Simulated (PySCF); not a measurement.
Sn(Br)2 anion (Br2Sn), SMILES [Br][Sn][Br] (connectivity only; charge and spin as stated), charge -1, multiplicity 2.

The structure is a stationary point at r2SCAN-D4/def2-SVPD. The spin state was assumed, not searched. The isomer is the one that the SMILES or the coordinates give; other isomers of the formula were not compared. The def2 effective core potentials stand for the cores of Sn; spin–orbit coupling is left out.

Level of theory: C-PCM-M06-2X/def2-SVPD (PySCF).

The values are the electrostatic part of the solvation free energy, E(continuum) − E(gas) at the gas-phase geometry, in a cavity of scaled van der Waals radii (PySCF's table); cavitation and dispersion terms are not included. A continuum can't describe solvent molecules that bind to the metal.

Computed values in water (ε = 78.36), toluene (ε = 2.37), chlorobenzene (ε = 5.70):
| solvent | ε | ΔG(elec) (kcal/mol) |
|---|---|---|
| water | 78.36 | -48.4 |
| toluene | 2.37 | -28.0 |
| chlorobenzene | 5.70 | -40.2 |
